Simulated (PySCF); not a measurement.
Spinor energies of Ar⁸⁺ (argon, charge +8)

Start: [Ne]. Calculated with PySCF 2.14 in an even-tempered Gaussian basis (18 s from 0.97 bohr⁻², ratio 2.4; 12 p from 1.3 bohr⁻², ratio 2.4; 5 d from 8.6 bohr⁻², ratio 2.6; 5 f from 13 bohr⁻², ratio 2.6): generalised Hartree-Fock with the X2C-1e Hamiltonian and a Gaussian nucleus; one run each with spin-orbit coupling (SO) switched off, then screened by Boettger's factors.

| spinor shell | electrons | ε, spin-free (eV) | ε, screened SO (eV) | weight of nominal j (screened SO) | rms radius, screened SO (bohr) |
| --- | --- | --- | --- | --- | --- |
| 1s1/2 | 2 | -3414.9 | -3414.9 | 1.000 | 0.0991 |
| 2s1/2 | 2 | -500.59 | -500.59 | 1.000 | 0.442 |
| 2p1/2 | 2 | -424.89 | -426.50 | 1.000 | 0.409 |

Problem. Where does 2p3/2 lie, and what is the 2p spin-orbit splitting (screened SO)?

Solution. At -424.10 eV, 2.404 eV above 2p1/2.

| quantity | spin-free | screened SO |
| --- | --- | --- |
| E (hartree) | -507.74627 | -507.74788 |
| M_J | 0 | 0 |
| ⟨J²⟩ | 0.000 | 0.000 |
| ⟨L²⟩ | 0.000 | 0.000 |
| ⟨S²⟩ | 0.000 | 0.000 |

Without spin-orbit coupling the j labels of p, d and f shells carry no meaning; the spin-free column gives the mean over the occupied spinors of each nl shell.
